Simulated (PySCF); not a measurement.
## BiH at PBE0

Level: PBE0. PySCF, scalar-relativistic core potentials, basis sets Bi def2-TZVP with ECP60, H def2-TZVP.

```
state                                           : ³Σ⁻ (triplet), unpaired electrons π ↑↑
bond length                                     : 1.794 Å
harmonic wavenumber                             : 1813 cm⁻¹
force constant                                  : 1.94 mdyn/Å
rotational constant Be                          : 5.224 cm⁻¹
anharmonicity ωexe                              : 26.4 cm⁻¹
vibration–rotation constant αe                  : 0.127 cm⁻¹
well depth De to Bi + H                         : 2.37 eV
dissociation energy D0                          : 2.26 eV
bond order (Mayer)                              : 0.97
dipole moment (positive dipole means Bi(−)H(+)) : -0.68 D
```

Spin–orbit coupling is left out, which matters for elements this heavy, above all for dissociation energies. The state is the lowest determinant that a PBE0 search found; another state may lie lower at other levels.
